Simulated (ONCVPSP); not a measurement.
chromium (Cr): one change to an ONCV potential, before and after

```json
{
  "Element": "Cr (Z = 24)",
  "Generator": "ONCVPSP 4.0.1",
  "Type": "optimised norm-conserving Vanderbilt (ONCV)",
  "Functional": "PBE",
  "Relativity": "scalar-relativistic",
  "Frozen core": "[Ne]",
  "Valence charge": "14",
  "Reference configuration": "3s2 3p6 3d5 4s1",
  "Partial waves": "3s+4s: rc 1.60 bohr, ncon 4, nbas 8, qcut 7.6 1/bohr, 2 projectors; 3p: rc 0.95 bohr, ncon 4, nbas 7, qcut 7 1/bohr, 2 projectors, debl 3.4 Ha; 3d: rc 1.80 bohr, ncon 4, nbas 9, qcut 8.2 1/bohr, 2 projectors, debl 0.7 Ha",
  "Local potential": "polynomial inside 0.65 bohr (lpopt 5, dvloc0 0 Ha)",
  "Core correction": "none"
}
```

Change: d: rc 2.34.

Cutoffs: the cutoffs (Ha) at which the residual kinetic energy of the hardest occupied pseudo-wave falls to 1 and 0.1 mHa per electron; they do not see the model core or the augmentation charge, which bear on the density cutoff. Errors are all-electron minus pseudo energies relative to the spin-unpolarised reference configuration.

What does the change do?

The potential gets neither clearly harder nor softer (39 Ha and 144 Ha → 39 Ha and 144 Ha); the p channel sets the loose cutoff, while the largest relative change is in d, which becomes softer; of the 3 tests that both files solve, the error grows in 3 and shrinks in 0 by more than 15 % and 0.3 meV (median size 7.1 → 20.0 meV); neither file shows a bound ghost. More of the atom is replaced by a form fitted at one configuration, so other configurations suffer.

```csv
quantity,base,changed
"cutoff, loose",39 Ha,39 Ha
"cutoff, tight",144 Ha,144 Ha
loose cutoff by channel,"s 17 Ha, p 39 Ha, d 27 Ha","s 17 Ha, p 39 Ha, d 22 Ha"
bound ghosts,none,none
GHOST(+) flags under 300 eV,s at 155.9 eV,s at 155.9 eV
tests with a reliable result,3 of 4,3 of 4
"error for 3s2 3p6 3d5 4s0, meV [ΔE 6.90 eV]",+5.1,+8.9
"error for 3s2 3p6 3d4 4s0, meV [ΔE 22.95 eV]",+7.1,+20
"error for 3s2 3p5 3d5 4s1, meV [ΔE 51.51 eV]",-140,-280
s: phases at 1.62 bohr within 0.05 rad from the reference energy up to (Ha; the scan ends near 5),4.9,4.9
p: phases at 0.97 bohr within 0.05 rad from the reference energy up to (Ha; the scan ends near 5),to the end of the scan,to the end of the scan
```
